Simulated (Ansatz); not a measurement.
GaGeH$_{5}$OS, SMILES `[OH][GeH2][S][GaH2]`, 9 atoms. Total charge 0; spin multiplicity 1. Correlated methods include outer-core shells of Ga, Ge, which these sets cover unevenly. Scalar relativity is left out up to krypton. All runs use 4 threads of an Arm Neoverse V1 on a shared host. Correlated methods freeze the cores.

(1) Give the basis size and wall time and peak host memory of each of these runs in Ansatz. RHF-CCSD(T)/def2-TZVPP energy; RHF-CCSD(T)/def2-SVP energy; RKS PBE0-D4/def2-TZVP frequencies; RHF-MP2/def2-QZVPP energy; RKS r2SCANh-D4/def2-TZVPP energy; RKS HSE06 (plane-wave form)-D4/def2-TZVPP energy; RKS ωB97M-V/def2-QZVPP energy; RKS PBE0-D4/def2-QZVPP energy; RKS PBE0-D4/def2-SVP energy; RKS PBE0-D4/def2-TZVP relaxation (14 steps); RKS ωB97M-V/def2-SVP energy; RKS revPBE-D4/def2-TZVPP energy. (An estimate is asked.)

## Answers

(1) Computed: Other jobs shared the machine, so times are rough.

```
                                    level                    job  functions  wall time  peak host memory (GiB)
                     RKS PBE0-D4/def2-SVP                 energy        121      1.8 s                    0.45
                 RKS revPBE-D4/def2-TZVPP                 energy        239      2.7 s                    0.37
RKS HSE06 (plane-wave form)-D4/def2-TZVPP                 energy        239      4.9 s                    0.94
                     RKS ωB97M-V/def2-SVP                 energy        121        7 s                    0.46
                RKS r2SCANh-D4/def2-TZVPP                 energy        239      7.5 s                     0.9
                     RHF-CCSD(T)/def2-SVP                 energy        121       11 s                    0.62
                   RKS PBE0-D4/def2-QZVPP                 energy        455       14 s                     2.3
                   RKS ωB97M-V/def2-QZVPP                 energy        455       29 s                     2.6
                       RHF-MP2/def2-QZVPP                 energy        455       30 s                     2.9
                    RKS PBE0-D4/def2-TZVP  relaxation (14 steps)        194       71 s                    0.68
                    RKS PBE0-D4/def2-TZVP            frequencies        194    2.8 min                    0.68
                   RHF-CCSD(T)/def2-TZVPP                 energy        239    3.9 min                     4.5
```
